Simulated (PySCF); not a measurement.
M06-L on Br (bromine, neutral), [Ar] 3d10 4s1 4p5 4d1, one real determinant (an excited configuration). Calculation: PySCF 2.14, in aug-cc-pVQZ-PP with ECP10MDF; a scalar-relativistic core potential.

```
cycle= 1 E= -415.994826429657  delta_E= -0.00757  |g|= 0.0248  |ddm|= 0.908
cycle= 2 E= -415.994666879758  delta_E= 0.00016  |g|= 0.0114  |ddm|= 0.398
cycle= 3 E= -415.994382906731  delta_E= 0.000284  |g|= 0.00233  |ddm|= 0.172
cycle= 4 E= -415.994382230876  delta_E= 6.76e-07  |g|= 0.00051  |ddm|= 0.0167
cycle= 5 E= -415.994382546512  delta_E= -3.16e-07  |g|= 0.00021  |ddm|= 0.00336
cycle= 6 E= -415.994382555859  delta_E= -9.35e-09  |g|= 7.71e-05  |ddm|= 0.00123
cycle= 7 E= -415.994382557417  delta_E= -1.56e-09  |g|= 1.64e-05  |ddm|= 0.00066
cycle= 8 E= -415.994382557005  delta_E= 4.12e-10  |g|= 1.59e-06  |ddm|= 0.000224
converged SCF energy = -415.994382557005  <S^2> = 3.7562352  2S+1 = 4.0031164
```

Highest occupied orbital energy: 0.541 eV; ⟨L²⟩ = 7.96; populations by l: s 3.01, p 11.00, d 10.99, f 0.00.

(1) Can this result be used?

Answers

(1) Not for this state. The calculation finished and met its thresholds. ⟨L²⟩ = 7.96 against 12 for a pure F term, so this real determinant mixes terms. Energies and moments cover only the electrons outside the core potential. The outer electron is Rydberg-like, and this basis confines it to a smaller radius and binds it less than a complete one would. At M06-L the highest occupied level has a positive energy, so only the finite basis holds that electron; for this excited configuration the basis is too tight for the outer shell.
